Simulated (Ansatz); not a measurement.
Geometry optimisation, UKS PBE/def2-SVP (Ansatz).

Input:

```yaml
crystal:
  periodic: [false, false, false]
  atoms:
    - { symbol: Ta, position_ang: [0.0, 0.0, 0.0] }
    - { symbol: F, position_ang: [2.18, 0.0, 0.0] }
    - { symbol: Cl, position_ang: [0.0, 0.0, 2.47] }
    - { symbol: Cl, position_ang: [0.0, 0.0, -2.47] }
    - { symbol: Cl, position_ang: [-1.235, 2.139, 0.0] }
    - { symbol: "N", position_ang: [-1.08, -1.8706, 0.0] }
    - { symbol: H, position_ang: [-1.8056, -2.0636, 0.7482] }
    - { symbol: H, position_ang: [-0.8844, -2.5955, -0.7482] }
    - { symbol: H, position_ang: [3.4, 0.0, 0.0] }
magnetization:
  spin_polarized: true
  initial_magnetization: 1
basis:
  gaussian: { orbitals: def2-SVP }
hamiltonian:
  xc: pbe
relax:
  f_tol: 0.15
  max_steps: 25
  restrain:
    - { distance: [1, 8], at: 2.12, k: 30.0 }
    - { distance: [0, 1], at: 1.93, k: 30.0 }
```

Launched with:

```bash
$ ansatz run input.yaml --threads 4 --pin off --max-ram 5120MiB --backend cpu --events-out ev --progress --plain --runs-dir out
```

Problem. Where does it end, and by what steps?

Solution. The run converged. The restraints hold the end off the free minimum; the threshold counts their pulls, which the force column leaves out. Restrained pairs: F2–H9 (1.22 → 2.13 Å), Ta1–F2 (2.18 → 1.91 Å). After 6 steps the energy has fallen by 1.822 eV (the restraints' own energy left out); H8 moved furthest, 0.61 Å.

| step | energy less start (eV) | largest force component (eV/Å) | accepted |
| --- | --- | --- | --- |
| 0 | 0.0000 | 2.379 | yes |
| 1 | -0.8172 | 2.773 | yes |
| 2 | -1.4368 | 2.282 | yes |
| 3 | -1.7080 | 1.151 | yes |
| 4 | -1.7773 | 0.861 | yes |
| 5 | -1.8150 | 0.705 | yes |
| 6 | -1.8218 | 0.767 | yes |

```xyz
9
Properties=species:S:1:pos:R:3
Ta -0.057 -0.001 -0.010
F 1.856 -0.048 0.031
Cl -0.090 -0.081 2.336
Cl 0.033 -0.181 -2.351
Cl -1.365 1.914 -0.081
N -1.063 -1.687 0.000
H -1.394 -2.151 0.853
H -1.329 -2.197 -0.852
H 3.984 0.041 0.073
```

Run time: 40 s on 4 threads of Arm Neoverse V1, on a shared host, peak memory 0.28 GiB.
